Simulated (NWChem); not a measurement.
**F$_{2}$Sn in NWChem**

```xyz
3

Sn     0.0000     0.0000     0.3462
F      1.4596     0.0000    -0.9616
F     -1.4596     0.0000    -0.9616
```
Charge 0, spin multiplicity 1.

All runs are NWChem calculations. The geometry was optimised at B3LYP/def2-SVP with def2 effective core potentials on Sn, a minimum by its harmonic frequencies.

Symmetry labels belong to the abelian group C2v used in the runs, with the axes of the coordinates shown.

Effective core potentials replace the inner electrons of Sn; spin-orbit coupling is left out. The structure started from a generated list of species.

### Question
List the lowest 3 singlet excitations that CIS/def2-SVPD with def2 effective core potentials on Sn gives, with oscillator strengths.

### Answer
| state | symmetry | energy (eV) | wavelength (nm) | f |
|---|---|---|---|---|
| 1 | b2 | 5.78 | 214 | 0.340 |
| 2 | b1 | 7.89 | 157 | 0.587 |
| 3 | a1 | 8.29 | 150 | 0.584 |
